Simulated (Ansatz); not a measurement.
Reactions of CH4F2OSi2, SMILES `O=C[Si](F)(F)[SiH3]`.

Calculated with Ansatz (gas phase, PBE0-D4/def2-TZVP geometries, no zero-point term in ΔE). CCSD(T)/CBS adds triple-zeta CCSD(T) − MP2 to the extrapolated MP2 energy (def2 sets, frozen cores). This one scheme is used for every species. Each species was taken in one conformer, which may not be the lowest.

(1) Order these by ΔE at CCSD(T)/CBS, lowest first. (Best estimate.)
A. `O=C[Si](F)(F)[SiH3]` + BH₃ → `B[Si](F)(F)[SiH3]` + `C=O`
B. `O=C[Si](F)(F)[SiH3]` + CH₃OH → `COC=O` + `F[SiH](F)[SiH3]`
C. `O=C[Si](F)(F)[SiH3]` + `NC1CO1` → `N[Si](F)(F)[SiH3]` + `O=CC1CO1`
D. `O=C[Si](F)(F)[SiH3]` + `C=CN(C)C` → `C=C[Si](F)(F)[SiH3]` + `CN(C)C=O`
E. `O=C[Si](F)(F)[SiH3]` + `CB(C)O` → `CB(C)OC=O` + `F[SiH](F)[SiH3]`

Largest T1 diagnostic: 0.015, for `C=O`.

## Answers

(1) C (-32.3 kcal/mol), D (-28.2 kcal/mol), B (-16.2 kcal/mol), E (-4.8 kcal/mol), A (+1.8 kcal/mol).
